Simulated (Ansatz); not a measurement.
Li₇Al₃⁺, relaxed as a doublet with UKS PBE0-D4/def2-SVP in Ansatz, starting from the GFN2-xTB geometry. Force threshold 0.02 eV/Å.

Another isomer (doublet) lies 0.25 eV lower at PBE0-D4/def2-TZVP; other spin states weren't run for this one.

Start:

```xyz
10

Li    0.274    2.606   -3.195
Li   -2.360    0.805    0.432
Li    2.166   -0.765   -0.393
Li    2.292    1.091   -2.667
Li    2.087   -2.372    1.570
Li   -0.081   -2.711    3.240
Li   -2.030    2.452   -1.707
Al   -0.218   -0.796    1.077
Al   -2.223   -1.117    2.627
Al    0.092    0.807   -0.984
```

(1) Estimate the energy that the relaxation releases and the steps that it takes.

(2) Does the start keep its bonding?

(3) Predict the relaxed structure.

Answers

(1) 3.33 eV, in 31 steps; 2.5 min on 4 threads of Arm Neoverse V1 on a shared host. The force fell under the threshold at step 27, but the optimiser went on. No frequencies were taken in this run, so the end may be a saddle point.

(2) Bonds lost: Li1–Li4, Li1–Li7, Li2–Li7, Li3–Li4, Li3–Li5, Li5–Li6, Li6–Al8 (atoms count from 1). Bonds formed: Li3–Al9, Li4–Al8, Li5–Al9, Li7–Al8 (atoms count from 1).

(3) 
```xyz
10

Li    0.409    3.194   -3.278
Li   -1.376    1.347    1.262
Li    1.738    0.724    1.237
Li    1.538    0.131   -2.463
Li    0.288   -3.213    0.639
Li   -0.644   -3.035    3.983
Li   -1.668    0.651   -2.310
Al   -0.146   -0.530   -0.243
Al   -0.375   -1.164    2.172
Al    0.235    1.896   -0.999
```
Bond lengths (bridged metal pairs left out): 14 × Al–Li 2.62 to 2.98 Å; 2 × Al–Al 2.51 to 2.57 Å.
